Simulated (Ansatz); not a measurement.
`C[NH][Al]([F])[Cl]` + H₂Se → `[F][Al]([Cl])[SeH]` + CH₃NH₂ at 700 K and 1 bar (ligand exchange at the Al–N bond).

Gas-phase electronic energies from Ansatz, PBE0-D4/def2-TZVP geometries. CCSD(T)/CBS is the MP2 limit (def2-TZVPP, def2-QZVPP) plus CCSD(T) − MP2 in def2-TZVPP, frozen cores. For Se outer-core shells are correlated without core-valence functions, which leaves a few kJ/mol of doubt a bond. Scalar relativity is left out up to krypton. One conformer a species, not always the lowest.

| species | CCSD(T)/CBS energy (Eh) | H − E (kJ/mol) | S (J/(mol·K)) |
| --- | --- | --- | --- |
| `C[NH][Al]([F])[Cl]` | -896.93383 | 226.0 | 456.1 |
| H₂Se | -2401.89790 | 61.1 | 251.1 |
| `[F][Al]([Cl])[SeH]` | -3203.08897 | 88.0 | 417.6 |
| CH₃NH₂ | -95.75281 | 207.6 | 296.6 |

H − E and S are ideal-gas, rigid-rotor, harmonic terms from PBE0-D4/def2-TZVP, for one conformer and one mirror image of each species. 1 Eh = 2625.50 kJ/mol, R = 8.31446 J/(mol·K).

Question: By hand: ΔE, ΔH, ΔS and ΔG.

Answer: ΔE = (-3203.08897) + (-95.75281) − (-896.93383) − (-2401.89790) = -0.01005 Eh = -26.4 kJ/mol. Δ(H − E) = 88.0 + 207.6 − 226.0 − 61.1 = 8.5, so ΔH = -17.9 kJ/mol. ΔS = 417.6 + 296.6 − 456.1 − 251.1 = 7.0 J/(mol·K). ΔG = -17.9 − 700 × (7.0)/1000 = -22.8 kJ/mol.

Question: By hand: the equilibrium constant, and the temperature at which ΔG would vanish if ΔH and ΔS stayed fixed.

Answer: log₁₀ K = −ΔG/(RT ln 10) = 1.7. ΔH and −TΔS have one sign here, so there is no such temperature.

The number of gas molecules stays the same, so ΔS is small and ΔH decides. A doubt of 5 kJ/mol in ΔE shifts log₁₀ K by 0.4 here. Other conformers and mirror images would add mixing entropy, several J/(mol·K) or more a flexible species. These are equilibria of isolated gas molecules and say nothing of rates. Largest T1 diagnostic: 0.011 (customary marks: 0.02 for closed shells, 0.045 for open ones).

ΔS is within the doubt of such terms, so its sign, and with it that verdict, could turn.
